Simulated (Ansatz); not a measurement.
`[F][GaH][Cl]` + `C[SeH]` → `C[Se][GaH][Cl]` + H–F at 298.15 K and 1 bar (ligand exchange at a Ga–F bond).

Program: Ansatz. Geometries: PBE0-D4/def2-TZVP. ΔE: electronic, gas phase. CCSD(T)/CBS adds triple-zeta CCSD(T) − MP2 to the extrapolated MP2 energy (def2 sets, frozen cores). This one scheme is used for every species. For Ga, Se outer-core shells are correlated without core-valence functions, which leaves a few kJ/mol of doubt a bond. Scalar relativity is left out up to krypton. One conformer a species, not always the lowest.

```tsv
species	CCSD(T)/CBS energy (Eh)	H − E (kJ/mol)	S (J/(mol·K))
`[F][GaH][Cl]`	-2484.20089	40.1	294.8
`C[SeH]`	-2441.15625	129.5	267.5
`C[Se][GaH][Cl]`	-4824.97287	143.1	374.1
H–F	-100.39570	33.5	173.6
```

H − E and S are ideal-gas, rigid-rotor, harmonic terms from PBE0-D4/def2-TZVP, for one conformer and one mirror image of each species. 1 Eh = 2625.50 kJ/mol, R = 8.31446 J/(mol·K).

**Question.** By hand: ΔE, ΔH, ΔS and ΔG.

**Answer.** ΔE = (-4824.97287) + (-100.39570) − (-2484.20089) − (-2441.15625) = -0.01143 Eh = -30.0 kJ/mol. Δ(H − E) = 143.1 + 33.5 − 40.1 − 129.5 = 7.0, so ΔH = -23.0 kJ/mol. ΔS = 374.1 + 173.6 − 294.8 − 267.5 = -14.6 J/(mol·K). ΔG = -23.0 − 298.15 × (-14.6)/1000 = -18.6 kJ/mol.

**Question.** By hand: the equilibrium constant, and the temperature at which ΔG would vanish if ΔH and ΔS stayed fixed.

**Answer.** log₁₀ K = −ΔG/(RT ln 10) = 3.3. ΔG = 0 at ΔH/ΔS = 1575 K, though so small a ΔS makes that figure unsure.

The number of gas molecules stays the same, so ΔS is small and ΔH decides. A doubt of 5 kJ/mol in ΔE shifts log₁₀ K by 0.9 here. Other conformers and mirror images would add mixing entropy, several J/(mol·K) or more a flexible species. Modes under 60 cm⁻¹, often nearly free rotors, make the harmonic entropy too high. These are equilibria of isolated gas molecules and say nothing of rates. Largest T1 diagnostic: 0.013 (customary marks: 0.02 for closed shells, 0.045 for open ones).
